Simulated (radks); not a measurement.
Si10+, 4 electrons, occupied as [He] 2s2 (the NIST ground configuration). Method: scalar-relativistic Kohn-Sham, r2SCAN, spin-polarised, spherical densities, finite nucleus; meta-GGA in the generalised Kohn-Sham scheme; Fermi nuclear charge, rms radius 3.1224 fm; computed with a radial shooting solver on a logarithmic mesh with Libxc functionals.

Unscreened Slater integrals over Kohn-Sham orbitals (hartree). They are taken over the spin-up orbitals.

F0(2s,2s): 1.8803
F0(2s,1s): 2.6272
G0(2s,1s): 0.25012
F0(1s,1s): 8.5278
